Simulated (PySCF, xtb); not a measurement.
BCl₃H₂O₂Si, SMILES OB(O)[Si](Cl)(Cl)Cl.

GFN2-xTB run with xtb at its own geometry gives an orbital gap of 4.48 eV and a dipole moment of 3.53 D.

Geometry optimised at B3LYP-D3(BJ)/def2-SVP. This is a generated structure with no PubChem entry under its InChIKey; it may be hypothetical. One conformer was computed; it need not be the lowest.

Task: What does PBE/def2-TZVP (PySCF) give? (An estimate is asked for; the answer gives what the named calculation found.)

Result: gap 5.37 eV (levels -7.36 and -1.99 eV), dipole 2.25 D.
